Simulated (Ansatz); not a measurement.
H$_{4}$OSiTe (`O[SiH2][TeH]`), relaxed with RKS PBE-D4/def2-SVP in Ansatz 0.2.0 from a rough embedded geometry. The force threshold is 0.03 eV/Å; the program also tests the step.

The species carries charge 0 and has multiplicity 1. Te takes the def2 core potential.

Start:

```xyz
7

O    -1.278   -0.760    0.189
Si    0.315   -0.330   -0.241
Te    0.313    2.086   -0.686
H    -1.140   -1.749    0.365
H     1.230   -0.627    0.890
H     0.774   -1.058   -1.447
H    -0.214    2.438    0.931
```

```
        step  energy (eV)  largest force (eV/Å)  largest move (Å)
           1  -17273.3849                 1.616             0.000
           2  -17273.4021                 0.857             0.186
           3  -17273.5102                 1.041             0.120
           4  -17273.5447                 0.462             0.200
5 (rejected)  -17273.4690                 2.366             0.075
           6  -17273.5578                 0.086             0.036
           7  -17273.5645                 0.126             0.100
           8  -17273.5651                 0.231             0.028
           9  -17273.5711                 0.231             0.200
          10  -17273.5889                 0.249             0.200
          11  -17273.6182                 0.470             0.200
          12  -17273.6215                 0.374             0.200
          13  -17273.6243                 0.168             0.200
          14  -17273.6455                 0.076             0.114
          15  -17273.6462                 0.037             0.047
          16  -17273.6465                 0.008             0.017
```

End:

```xyz
7

O    -1.014   -1.388   -0.096
Si    0.353   -0.430   -0.285
Te   -0.135    2.034   -0.596
H    -1.634   -1.085    0.591
H     1.293   -0.522    0.888
H     0.999   -0.921   -1.541
H     0.137    2.313    1.039
```

Hardware: 2 threads of an Arm Neoverse V1 on a shared host. Wall time 21 s, peak host memory 0.14 GiB.
